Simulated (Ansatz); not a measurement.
## A substitution series on Ge: H to F

On one Ge centre, n of the H ligands are replaced by F. The mean harmonic wavenumber of the Ge–H stretches y in cm⁻¹ at PBE0-D4/def2-TZVP. The shapes are optimised at that level. Programs: Ansatz 0.2.0.

| molecule | n | y (cm⁻¹) |
| --- | --- | --- |
| GeH4 | 0 | 2174 |
| GeH3F | 1 | ? |
| GeH2F2 | 2 | 2218 |
| GeHF3 | 3 | 2272 |

Question: Fit y = c + s·n to the known rows and predict GeH3F.

Answer: 
1. Means of the 3 rows: n = 1.66667, y = 2221.3.
2. Σ(Δn)² = 4.6667, Σ(Δn·Δy) = 145.33, so the slope is 145.33/4.6667 = 31.142.
3. Intercept: 2221.3 − (31.142) × 1.66667 = 2169.4. The largest residual of the fit is 14.
4. GeH3F: 2169.4 + (31.142) × 1 = 2201 cm⁻¹.

The run gave 2185 cm⁻¹, so the prediction is off by +16 cm⁻¹, about the largest residual. The step per swap changes from +11 to +54 cm⁻¹ along the series, so a line misses the bend. The wavenumbers are unscaled and lie a few per cent above observed bands. Electronegative ligands draw the centre's p character, so the other bonds gain s character and stiffen. Relativity is left out for Ge.
